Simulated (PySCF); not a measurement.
**Correlation energy of Te (tellurium, neutral)**

[Kr] 4d10 5s2 5p4, high-spin 3P determinant. Computed with PySCF 2.14 in cc-pVDZ-PP with ECP28MDF (4s3p2d, 23 functions), with scalar relativity through the core potential. Frozen: 4s2 4p6 4d10; 6 electrons correlated.

MP2 pair energies summed by pair of shells (mhartree):

```tsv
pair	energy	share (%)
5p-5p	-28.55	47.4
5s-5p	-26.56	44.1
5s-5s	-5.12	8.5
```

Total MP2 correlation energy: -60.23 mhartree.

Same-spin part -15.13 and opposite-spin part -45.10 mhartree; SCS-MP2 scales them by 1/3 and 6/5 to -59.16 mhartree.

```json
{"level": "CCSD", "correlation energy (mhartree)": "-73.96"}
{"level": "(T)", "correlation energy (mhartree)": "-0.73"}
{"level": "CCSD(T)", "correlation energy (mhartree)": "-74.69"}
```

Diagnostics: T1 = 0.0069, D1 = 0.0220, largest double amplitude 0.055.

Cost of the coupled-cluster step: 0.11 s of wall time on 1 thread of Neoverse-V1 (shared host), for 6 correlated electrons.

Iterations:

```
CC2 = 0
CCSD nocc = (np.int64(4), np.int64(2)), nmo = (14, 14)
frozen orbitals [[0, 1, 2, 3, 4, 5, 6, 7, 8], [0, 1, 2, 3, 4, 5, 6, 7, 8]]
max_cycle = 100
direct = 0
conv_tol = 1e-08
conv_tol_normt = 1e-06
diis_space = 8
diis_start_cycle = 0
Init t2, MP2 energy = -0.0602272025545666
Init E_corr(UCCSD) = -0.0602272025546586
cycle = 1  E_corr(UCCSD) = -0.0707732112537297  dE = -0.0105460087  norm(t1,t2) = 0.0383089
cycle = 2  E_corr(UCCSD) = -0.0730061107117469  dE = -0.00223289946  norm(t1,t2) = 0.0119884
cycle = 3  E_corr(UCCSD) = -0.0739719061787809  dE = -0.000965795467  norm(t1,t2) = 0.00450367
cycle = 4  E_corr(UCCSD) = -0.0739550088054832  dE = 1.68973733e-05  norm(t1,t2) = 0.000441828
cycle = 5  E_corr(UCCSD) = -0.0739580083223513  dE = -2.99951687e-06  norm(t1,t2) = 8.92495e-05
cycle = 6  E_corr(UCCSD) = -0.0739575757983085  dE = 4.32524043e-07  norm(t1,t2) = 1.74108e-05
cycle = 7  E_corr(UCCSD) = -0.0739577339463507  dE = -1.58148042e-07  norm(t1,t2) = 4.05426e-06
cycle = 8  E_corr(UCCSD) = -0.0739576762991137  dE = 5.7647237e-08  norm(t1,t2) = 6.54714e-07
cycle = 9  E_corr(UCCSD) = -0.0739576930106995  dE = -1.67115858e-08  norm(t1,t2) = 1.06026e-07
cycle = 10  E_corr(UCCSD) = -0.0739576898803366  dE = 3.13036286e-09  norm(t1,t2) = 2.1371e-08
UCCSD converged
E(UCCSD) = -267.0712871775025  E_corr = -0.07395768988033664
UCCSD(T) correction = -0.000733589417354054
```
